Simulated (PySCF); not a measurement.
```xyz
4
charge 0 multiplicity 1, angstrom
Zr    0.0000    0.1926   -0.2391
S     0.0000   -0.1629    1.9388
F     1.6500   -0.3000   -1.0710
F    -1.6500   -0.3000   -1.0710
```

These are results of PySCF, PBE0, basis Zr def2-SVP with ECP28, S def2-SVP, F def2-SVP (scalar-relativistic core potentials, no spin–orbit coupling, density fitting), not measurements.

This geometry of ZrSF2 is a stationary point at this level.

**Question.** What is the point group?

**Answer.** Cs.

**Question.** Is it a minimum?

**Answer.** Yes: all harmonic wavenumbers are real.

**Question.** List the harmonic modes with their infrared intensities.

**Answer.** 
```json
{"symmetry": "a'", "ω (cm⁻¹)": "95", "IR (km/mol)": "52.3", "type": "bend"}
{"symmetry": "a''", "ω (cm⁻¹)": "171", "IR (km/mol)": "3.8", "type": "bend"}
{"symmetry": "a'", "ω (cm⁻¹)": "174", "IR (km/mol)": "6.1", "type": "bend"}
{"symmetry": "a'", "ω (cm⁻¹)": "554", "IR (km/mol)": "56.0", "type": "stretch"}
{"symmetry": "a'", "ω (cm⁻¹)": "664", "IR (km/mol)": "136", "type": "stretch"}
{"symmetry": "a''", "ω (cm⁻¹)": "694", "IR (km/mol)": "171", "type": "stretch"}
```

**Question.** Give the atomic charges and bond orders.

**Answer.** 
| atom | Mulliken | Löwdin | polar tensor | Mayer order to Zr1 |
| --- | --- | --- | --- | --- |
| Zr1 | 1.03 | 0.25 | 2.13 | – |
| S2 | -0.30 | 0.09 | -0.72 | 2.36 |
| F3,4 | -0.36 | -0.17 | -0.71 | 1.07 |

**Question.** Give the ideal-gas entropy at 298.15 K and 1 bar by parts.

**Answer.** translation 172.1, rotation 112.9, vibration 40.1, spin 0.0; total 325.2 J/(mol K).

Other isomers or separated fragments may lie lower.
